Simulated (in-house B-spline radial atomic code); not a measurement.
## CAM-B3LYP excitations of neutral neon

Method: CAM-B3LYP. Computed with a B-spline radial code for spherical atoms: linear response of the closed shell [He] 2s2 2p6 with the functional's adiabatic kernel; scalar-relativistic (spin-free one-electron X2C), finite nucleus, no spin-orbit coupling, no double excitations, S, P, D and F terms only. Only terms of natural parity with L up to 3 were computed.

Command:
```bash
python run_td.py task.json out
```
Settings (radii: box in bohr, nucleus in fm):
```
Z                        10
electrons                10
configuration            [He] 2s2 2p6
hamiltonian              x2c
method                   camb3lyp
box_radius               75
rms_radius               3.0055
intervals                78
```

Time taken, with all properties: 0.5 s on 1 thread of AMD EPYC 9R14 (Zen 4), with other jobs on the host.

The lowest states, in the order of their Tamm-Dancoff energies; the method's threshold (minus the highest occupied level) is 17.655 eV. Labels give the largest channel, * marks a mixed state, and oscillator strengths are full-response dipole values. Semilocal kernels can invert the small singlet-triplet splittings of Rydberg terms. Energies in eV:

```
     state  full response  Tamm-Dancoff  oscillator strength
2p → 3s 3P         14.500        14.506                    -
2p → 3s 1P         14.658        14.663                0.122
2p → 3p 3S         15.981        15.990                    -
2p → 3p 3D              ?             ?                    -
2p → 3p 1D         16.067        16.067                    -
2p → 3p 1S         16.296        16.326                    -
2p → 4s 3P         16.657        16.658                    -
2p → 4s 1P         16.688        16.689               0.0171
2p → 3d 1F         16.980        16.980                    -
2p → 3d 1P         16.981        16.981              0.00621
2p → 4p 3S         16.979        16.981                    -
2p → 3d 3F         16.984        16.984                    -
2p → 3d 3P              ?             ?                    -
2p → 4p 3D         16.992        16.993                    -
2p → 4p 1D         17.002        17.002                    -
2p → 4p 1S         17.062        17.070                    -
```

Where does 2p → 3d 3P lie?

At 16.984 eV in full response, 16.984 eV in Tamm-Dancoff.

Where does 2p → 3p 3D lie?

At 16.031 eV in full response, 16.034 eV in Tamm-Dancoff.

How large is the singlet-triplet splitting of 2p → 3s (P terms) in Tamm-Dancoff?

0.158 eV, from the unrounded values.

What polarisabilities and dispersion coefficient does the method give?

Dipole 2.884 bohr³, quadrupole 8.949 bohr⁵, C6 6.904 hartree·bohr⁶ for two such species. Recommended dipole value: 2.6611 ± 3e-05 bohr³ (Schwerdtfeger and Nagle, table of static dipole polarizabilities (2023 update)), which includes relativity and correlation.
